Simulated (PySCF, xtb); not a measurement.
Si(H)2(Me)(vinyl) (C3H8Si), SMILES C=C[SiH2]C.

GFN2-xTB in xtb at its own geometry gives an orbital gap of 4.52 eV and a dipole moment of 0.37 D.

The structure is a stationary point at B3LYP-D3(BJ)/def2-SVP. The values are those of a single conformer.

**Question.** What does PBE0/def2-TZVP (PySCF) give? (An estimate is asked for; the answer gives what the named calculation found.)

**Answer.** gap 7.39 eV (levels -7.81 and -0.42 eV), dipole 0.74 D.
